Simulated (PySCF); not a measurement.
# Two-component Hartree-Fock for Co⁴⁺ (cobalt, charge +4)

Start: [Ar] 3d5; 3d3/2 filled at m_j = -3/2, -1/2, +1/2, +3/2; 3d5/2 filled at m_j = +5/2. Calculated with PySCF 2.14 in an uncontracted even-tempered set (18 s from 0.14 bohr⁻², ratio 2.8; 13 p from 0.18 bohr⁻², ratio 2.8; 9 d from 0.18 bohr⁻², ratio 2.8; 4 f from 1.2 bohr⁻², ratio 3): generalised Hartree-Fock with the X2C-1e Hamiltonian and a Gaussian nucleus; spin-orbit coupling (SO) screened by Boettger's factors.

| spinor shell | electrons | ε, screened SO (eV) | weight of nominal j (screened SO) | rms radius, screened SO (bohr) |
| --- | --- | --- | --- | --- |
| 1s1/2 | 2 | -7839.1 | 1.000 | 0.0649 |
| 2s1/2 | 2 | -1028.5 | 1.000 | 0.276 |
| 2p1/2 | 2 | -896.81 | 0.974 | 0.247 |
| 2p3/2 | 4 | -880.92 | 0.987 | 0.249 |
| 3s1/2 | 2 | -185.70 | 1.000 | 0.816 |
| 3p1/2 | 2 | -142.20 | 0.663 | 0.856 |
| 3p3/2 | 4 | -141.15 | 0.831 | 0.860 |
| 3d3/2 | 4 | -81.039 | 0.514 | 0.952 |
| 3d5/2 | 1 | -80.903 | 1.000 | 0.954 |

```tsv
quantity	screened SO
E (hartree)	-1388.07028
M_J	5/2
⟨J²⟩	8.751
⟨L²⟩	0.003
⟨S²⟩	8.747
```

Each row is a mean over spinors that exchange with the open shell spreads, by up to 17.571 eV (3p3/2).

Rows whose weight is well below 1 are mixtures of j = l ± 1/2: exchange outweighs spin-orbit coupling there, and the label is only the starting occupation.
